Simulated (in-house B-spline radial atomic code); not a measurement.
Configurations of Cr2+, with energies counted from [Ar] 3d4. All numbers are computed (Dirac-Hartree-Fock, average of configuration; Fermi nucleus of rms radius 3.6452 fm) with an all-electron radial atomic-structure program (B-spline basis), not measured. Energies include first-order Breit, QED and recoil terms.

Occupations are held fixed; configurations that lie above the ionisation limit could autoionise.

```
       configuration  E - E(ref) (eV)  highest orbital  its <r> (bohr)
        [Ar] 3d3 4s1           4.9587            4s1/2           2.662
        [Ar] 3d3 4p1           10.352            4p3/2           3.135
        [Ar] 3d3 5s1           17.519            5s1/2           5.517
        [Ar] 3d3 5p1            19.39            5p3/2           6.314
        [Ar] 3d3 6p1            23.04            6p3/2           10.47
        [Ar] 3d3 7f1           26.241            7f5/2           22.33
        [Ar] 3d3 7g1           26.255            7g9/2           21.16
[Ne] 3s2 3p5 3d4 6s1           69.264            6s1/2           9.328
[Ne] 3s2 3p5 3d4 7s1           71.525            7s1/2           14.15
[Ne] 3s2 3p5 3d4 6f1           72.439            6f5/2           15.84
[Ne] 3s2 3p5 3d4 6g1           72.463            6g9/2           14.66
```

**Question.** Order these further configurations by energy, lowest first.
A. [Ne] 3s2 3p5 3d4 7f1
B. [Ar] 3d3 5f1
C. [Ar] 3d3 6f1
D. [Ne] 3s2 3p5 3d5
E. [Ar] 3d3 7s1

**Answer.** B (23.826 eV), E (24.422 eV), C (25.332 eV), D (46.767 eV), A (73.349 eV).

**Question.** How far above the reference does [Ne] 3s2 3p5 3d4 4f1 lie?

**Answer.** 68.165 eV; its least bound orbital is 4f5/2 with <r> = 5.918 bohr.

**Question.** How far above the reference does [Ar] 3d3 7p1 lie?

**Answer.** 24.899 eV; its least bound orbital is 7p3/2 with <r> = 15.62 bohr.

**Question.** How far above the reference does [Ar] 3d3 6g1 lie?

**Answer.** 25.353 eV; its least bound orbital is 6g9/2 with <r> = 14.66 bohr.

**Question.** One of these lies 22.17 eV from the reference. Which?
A. [Ar] 3d3 6s1
B. [Ne] 3s2 3p5 3d4 7g1
C. [Ar] 3d3 4f1

**Answer.** A.
